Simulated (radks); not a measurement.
Rh, 45 electrons, occupied as [Kr] 4d8 6s1 (not the ground configuration).

All-electron calculation, scalar-relativistic Kohn-Sham, r2SCAN, spin-polarised, spherical densities, finite nucleus; open shells are filled with parallel spins first (spin-orbit coupling, left out, can overturn this in heavy ions); meta-GGA in the generalised Kohn-Sham scheme; Fermi nuclear charge, rms radius 4.4945 fm. Program: a radial shooting solver on a logarithmic mesh with Libxc functionals.

Energy parts (eV):
| part | energy |
|---|---|
| total | -130194.032 |
| kinetic | 134837.577 |
| electron-nucleus | -314080.339 |
| Hartree | 52829.396 |
| exchange-correlation | -3780.666 |

Orbitals (lengths in bohr, moments of r in powers of bohr; <r^-3> diverges for s and p1/2; r(max) is where P^2 peaks):
| orbital | occ. | eigenvalue (eV) | <r> | <r^-3> | r(max) |
|---|---|---|---|---|---|
| 1s down | 1 | -23089.61 | 0.03263 | - | 0.02118 |
| 1s up | 1 | -23089.60 | 0.03263 | - | 0.02118 |
| 2s up | 1 | -3364.236 | 0.1418 | - | 0.1197 |
| 2s down | 1 | -3363.796 | 0.1418 | - | 0.1197 |
| 2p up | 3 | -3012.650 | 0.1237 | 3245 | 0.09579 |
| 2p down | 3 | -3012.328 | 0.1237 | 3246 | 0.09578 |
| 3s up | 1 | -610.0478 | 0.3897 | - | 0.3509 |
| 3s down | 1 | -609.9365 | 0.3897 | - | 0.3509 |
| 3p up | 3 | -493.4855 | 0.3899 | 566.9 | 0.3443 |
| 3p down | 3 | -493.3276 | 0.3899 | 566.4 | 0.3444 |
| 3d up | 5 | -307.6491 | 0.3704 | 76.42 | 0.2921 |
| 3d down | 5 | -307.3149 | 0.3704 | 76.38 | 0.2922 |
| 4s up | 1 | -89.6397 | 0.9860 | - | 0.8849 |
| 4s down | 1 | -87.9219 | 0.9837 | - | 0.8827 |
| 4p up | 3 | -56.8672 | 1.087 | 86.35 | 0.9475 |
| 4p down | 3 | -55.0327 | 1.085 | 87.15 | 0.9450 |
| 4d up | 5 | -10.8910 | 1.524 | 6.468 | 1.145 |
| 4d down | 3 | -9.1033 | 1.565 | 6.334 | 1.146 |
| 6s up | 1 | -1.4975 | 8.695 | - | 7.994 |

The highest occupied level is 6s up at -1.498 eV. Spin moment in Bohr magnetons: 3. The spin density at the nucleus is 0.207 e/bohr^3 (1s 0.021, 2s -0.899, 3s 0.801, 4s -1.773, 6s 2.057). Summed over all electrons, <r^2> = 120.9 bohr^2, which gives a Langevin (diamagnetic) susceptibility term of -95.8 x 10^-6 cm^3/mol.
